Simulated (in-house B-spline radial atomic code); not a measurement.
Configurations of Br V (Br4+), with energies counted from [Ar] 3d10 4s2 4p1. Level of theory: Dirac-Hartree-Fock, average of configuration, Fermi nucleus of rms radius 4.1629 fm; calculated with an all-electron radial atomic-structure program (B-spline basis). Energies include first-order Breit, QED and recoil terms.

Occupations are held fixed; configurations that lie above the ionisation limit could autoionise.

```tsv
configuration	E - E(ref) (eV)	highest orbital	its <r> (bohr)
[Ar] 3d10 4s2 5s1	25.756	5s1/2	3.211
[Ar] 3d10 4s2 6s1	39.52	6s1/2	5.483
[Ar] 3d10 4s2 8p1	50.409	8p3/2	12.76
[Ar] 3d10 4s2 8d1	51.638	8d5/2	14.71
[Ar] 3d9 4s2 4p1 7s1	121.72	7s1/2	8.236
[Ar] 3d9 4s2 4p1 6f1	124.35	6f5/2	9.11
[Ar] 3d9 4s2 4p1 8f1	128.69	8f5/2	17.34
```

(1) Order these further configurations by energy, lowest first.
A. [Ar] 3d10 4s1 4p1 8d1
B. [Ar] 3d10 4s2 6d1
C. [Ar] 3d9 4s2 4p1 8s1
D. [Ar] 3d10 4s1 4p1 6d1
E. [Ar] 3d10 4s1 4p1 7f1

(2) How far above the reference does [Ar] 3d10 4s1 4p1 7d1 lie?

(3) How far above the reference does [Ar] 3d10 4s2 5f1 lie?

## Answers

(1) B (45.361 eV), D (59.045 eV), E (64.916 eV), A (65.355 eV), C (125.41 eV).

(2) 62.976 eV; its least bound orbital is 7d5/2 with <r> = 10.69 bohr.

(3) 44.306 eV; its least bound orbital is 5f5/2 with <r> = 6.018 bohr.
